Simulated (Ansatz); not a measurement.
Isolated molecules relaxed with PBE0-D4/def2-TZVP in Ansatz; ΔE leaves out vibrations. CCSD(T)/CBS adds triple-zeta CCSD(T) − MP2 to the extrapolated MP2 energy (def2 sets, frozen cores). DFT in def2-TZVPP. HSE06 is defined as in plane-wave codes. For Ga outer-core shells are correlated without core-valence functions, which leaves a few kJ/mol of doubt a bond. Scalar relativity is left out up to krypton. Each species was taken in one conformer, which may not be the lowest.

Reaction (formal exchange of groups at a C–Si bond): `C[Si](C)(C)C[Si](C)(F)F` + `[F][GaH][Cl]` → `C[Si](C)(C)[CH2][Ga]([F])[Cl]` + `C[SiH](F)F`

`C[Si](C)(C)C[Si](C)(F)F`:

```xyz
23

C     0.846    0.991   -1.930
Si    0.875    0.797   -0.069
C     1.120    2.473    0.734
C     2.259   -0.353    0.445
C    -0.782    0.104    0.525
Si   -1.318   -1.542   -0.093
C    -2.942   -2.158    0.531
F    -1.381   -1.511   -1.690
F    -0.204   -2.630    0.269
H     0.705    0.030   -2.430
H     1.784    1.425   -2.285
H     0.033    1.650   -2.246
H     0.320    3.166    0.459
H     1.132    2.393    1.825
H     2.068    2.919    0.423
H     2.146   -1.341   -0.007
H     2.280   -0.486    1.530
H     3.228    0.052    0.140
H    -1.564    0.829    0.266
H    -0.756    0.058    1.621
H    -2.930   -2.254    1.619
H    -3.749   -1.474    0.259
H    -3.169   -3.139    0.105
```

`[F][GaH][Cl]`:

Z-matrix (Å, degrees):
```
Ga
F 1 1.744
Cl 1 2.122 2 113.4
H 1 1.541 2 120.8 3 180.0
```

`C[Si](C)(C)[CH2][Ga]([F])[Cl]`:

Z-matrix (Å, degrees):
```
C
Si 1 1.871
H 1 1.093 2 111.1
H 1 1.094 2 110.9 3 -119.9
H 1 1.093 2 111.2 3 120.2
C 2 1.876 1 110.0 3 -178.0
C 2 1.870 1 110.6 3 60.4
C 2 1.889 1 109.2 3 -59.1
H 6 1.093 2 110.9 1 -55.5
H 6 1.096 2 111.9 1 -174.6
H 6 1.094 2 111.6 1 64.5
H 7 1.093 2 110.8 1 62.3
H 7 1.093 2 111.1 1 -57.4
H 7 1.093 2 111.5 1 -177.6
Ga 8 1.931 2 111.1 1 -163.7
H 8 1.094 2 109.9 1 75.8
H 8 1.093 2 111.0 1 -44.4
F 15 1.752 8 122.3 2 106.8
Cl 15 2.138 8 125.9 2 -69.5
```

`C[SiH](F)F`:

Z-matrix (Å, degrees):
```
C
Si 1 1.840
H 1 1.092 2 110.7
H 1 1.093 2 110.6 3 -120.1
H 1 1.093 2 110.6 3 120.1
F 2 1.591 1 109.8 3 58.6
F 2 1.591 1 109.8 3 -58.5
H 2 1.477 1 114.8 3 -179.9
```

(1) Is it downhill or uphill in electronic energy at CCSD(T)/CBS, and by how much? (Estimate.)

(2) What do these levels give: HSE06-D4, BHLYP-D4, PBE-QIDH, PBE0, MP2/CBS(def2), CCSD/CBS(def2)? (Best estimate.)

Largest T1 diagnostic among the species: 0.013.

Answers

(1) The calculation gave: Nearly level: ΔE = -1.5 kJ/mol.

(2) The calculation gave: HSE06-D4 7.1, BHLYP-D4 6.8, PBE-QIDH 3.9, PBE0 6.4, MP2/CBS(def2) -5.6, CCSD/CBS(def2) -0.5 kJ/mol.

At CCSD(T), def2-SVP lies +6.3 kJ/mol from the extrapolated value and def2-TZVPP +2.3 kJ/mol. From BLYP to BHLYP (50 % exact exchange), in def2-TZVPP and without D4, ΔE moves by +5.4 kJ/mol.
